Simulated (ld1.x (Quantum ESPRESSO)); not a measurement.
## u(r) = r·R(r): atom against pseudo-atom (copper (Cu))

Columns: radius, all-electron u(r) and pseudo u(r) of the 4s shell (level -4.86 eV) of copper in the configuration [Ar] 3d10 4s1 4p0; LDA (PZ), scalar-relativistic, PAW scheme, ld1.x (Quantum ESPRESSO) 7.5.

| r (bohr) | all-electron | pseudo |
| --- | --- | --- |
| 0.140 | -0.1494 | -0.0669 |
| 0.280 | -0.0021 | -0.1328 |
| 0.420 | 0.2072 | -0.1970 |
| 0.560 | 0.2547 | -0.2585 |
| 0.700 | 0.1796 | -0.3167 |
| 0.840 | 0.0500 | -0.3709 |
| 0.980 | -0.0907 | -0.4205 |
| 1.120 | -0.2211 | -0.4652 |
| 1.260 | -0.3327 | -0.5046 |
| 1.400 | -0.4234 | -0.5386 |
| 1.540 | -0.4941 | -0.5670 |
| 1.680 | -0.5468 | -0.5899 |
| 1.820 | -0.5841 | -0.6072 |
| 1.960 | -0.6084 | -0.6192 |
| 2.100 | -0.6219 | -0.6259 |
| 2.240 | -0.6265 | -0.6275 |
| 2.380 | -0.6240 | -0.6241 |
| 2.520 | -0.6158 | -0.6158 |
| 2.660 | -0.6031 | -0.6031 |
| 2.800 | -0.5868 | -0.5868 |
| 2.940 | -0.5680 | -0.5680 |
| 3.080 | -0.5471 | -0.5471 |
| 3.220 | -0.5250 | -0.5250 |
| 3.360 | -0.5019 | -0.5019 |
| 3.500 | -0.4783 | -0.4783 |
| 3.640 | -0.4546 | -0.4546 |

Task: How many radial nodes do the two functions have?

Result: The all-electron 4s function has n − l − 1 = 3 (the table is too coarse to show those close to the nucleus); the pseudo-wave has 0, since the states of the same l below it are removed with the core.

Task: At about which radius was the pseudo-wave matched?

Result: 2.45 bohr, where the columns begin to agree (steps of 0.14 bohr).

Task: Where does each function peak?

Result: Outermost all-electron maximum near 2.24 bohr, pseudo maximum near 2.24 bohr (to the table’s step).

Task: Is the pseudo-wave norm-conserving?

Result: No, it belongs to a PAW set: the norm inside the radius is not constrained, and the difference is carried by the augmentation charge.
